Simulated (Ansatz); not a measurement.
Start from `C[SiH2]S[SiH2]F` and change one element to get `C[SiH2]S[SiH2]Cl`.

Ansatz, PBE0-D4/def2-TZVP geometries, multiplicity 1. Each molecule was computed in one conformer, which needn't be the lowest.

| property | `C[SiH2]S[SiH2]F` |
| --- | --- |
| HOMO energy (PBE/def2-TZVPP) / eV | -6.55 |
| LUMO energy (PBE/def2-TZVPP) / eV | -0.86 |
| LUMO energy (B3LYP/def2-TZVPP) / eV | -0.17 |
| size of the dipole moment (PBE/def2-TZVPP) / D | 0.97 |
| HOMO energy (ωB97M-V/def2-TZVPP) / eV | -9.91 |
| HOMO–LUMO gap (ωB97M-V/def2-TZVPP) / eV | 11.70 |

(1) Give the same properties after the change, and the shifts. (Best estimate.)

## Answers

(1) Computed: 
```json
{"property": "HOMO energy (PBE/def2-TZVPP) / eV", "`C[SiH2]S[SiH2]Cl`": "-6.48", "shift": "0.07"}
{"property": "LUMO energy (PBE/def2-TZVPP) / eV", "`C[SiH2]S[SiH2]Cl`": "-0.90", "shift": "-0.04"}
{"property": "LUMO energy (B3LYP/def2-TZVPP) / eV", "`C[SiH2]S[SiH2]Cl`": "-0.21", "shift": "-0.04"}
{"property": "size of the dipole moment (PBE/def2-TZVPP) / D", "`C[SiH2]S[SiH2]Cl`": "1.84", "shift": "0.87"}
{"property": "HOMO energy (ωB97M-V/def2-TZVPP) / eV", "`C[SiH2]S[SiH2]Cl`": "-9.84", "shift": "0.07"}
{"property": "HOMO–LUMO gap (ωB97M-V/def2-TZVPP) / eV", "`C[SiH2]S[SiH2]Cl`": "11.52", "shift": "-0.18"}
```

With PBE0 the HOMO rises by 0.07 eV and the LUMO falls by 0.06 eV, so the gap narrows by about 0.13 eV. PBE moves the HOMO by 0.07 eV and ωB97M-V by 0.07 eV. Dipoles are sizes alone; their direction can turn.

Positive LUMOs are unbound, so they and the gaps depend on the basis.

B3LYP here is the variant with VWN-RPA as its local correlation; programs differ in this.
